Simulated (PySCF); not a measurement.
1-chloro-2,2-difluoropropane (C₃H₅ClF₂), SMILES CC(F)(F)CCl. Coordinates come from a ωB97X-D3(BJ)/def2-SVP optimisation. The values are those of a single conformer.

Problem. Give the equilibrium geometry at ωB97X-D3(BJ)/def2-SVP (PySCF confirms it by a frequency run) as Cartesian coordinates in Å. (The exact figures need the calculation; the answer reports its results.)

Solution. One answer among several that fit: 
```xyz
11

C     -1.7364    -0.1873     0.0351
C     -0.4653     0.6179    -0.0818
F     -0.1245     1.1094     1.1417
F     -0.6835     1.7007    -0.8922
C      0.7415    -0.1004    -0.6749
Cl     1.1804    -1.5492     0.2508
H     -1.5746    -1.0442     0.7015
H     -2.5229     0.4587     0.4498
H     -2.0471    -0.5479    -0.9557
H      1.5921     0.5940    -0.6667
H      0.5205    -0.3962    -1.7086
```
